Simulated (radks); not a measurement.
Problem. Ba III, 54 electrons, occupied as [Xe]. All-electron calculation, Dirac Kohn-Sham, PBE, spin-unpolarised, spherical densities, finite nucleus; Fermi nuclear charge, rms radius 4.8378 fm. Program: a radial shooting solver on a logarithmic mesh with Libxc functionals. Some entries of the table are withheld. Estimate them.

orbital,occ.,eigenvalue (eV),<r^2> (bohr^2),<r> (bohr)
1s1/2,2,-37238.62,0.0008885,0.02558
2s1/2,2,-5894.308,0.01415,0.1093
2p1/2,2,-5553.166,0.01041,0.09193
2p3/2,4,-5171.435,0.01168,0.09793
3s1/2,2,-1254.111,0.09731,0.2916
3p1/2,2,-1110.900,0.09212,0.2815
3p3/2,4,-1037.112,0.09985,0.2934
3d3/2,4,(1),0.08261,0.2644
3d5/2,6,(2),0.08482,0.2681
4s1/2,2,-256.0906,0.5126,0.6739
4p1/2,2,-204.0241,0.5525,0.6969
4p3/2,4,-188.6435,0.5963,0.7240
4d3/2,4,-103.5994,0.7335,0.7945
4d5/2,6,-100.9843,0.7519,0.8044
5s1/2,2,-45.9309,2.994,1.633
5p1/2,2,(3),3.834,1.842
5p3/2,4,(4),4.165,1.920
5d3/2,0,(5),8.918,2.782
5d5/2,0,(6),9.141,2.817
6s1/2,0,-12.3366,17.07,3.914
4f5/2,0,-10.4509,3.044,1.479
4f7/2,0,-10.2721,3.138,1.501

Solution. 
(1) 3d3/2 eigenvalue (eV): -785.8278
(2) 3d5/2 eigenvalue (eV): -770.0992
(3) 5p1/2 eigenvalue (eV): -32.3616
(4) 5p3/2 eigenvalue (eV): -30.2437
(5) 5d3/2 eigenvalue (eV): -13.0147
(6) 5d5/2 eigenvalue (eV): -12.8254
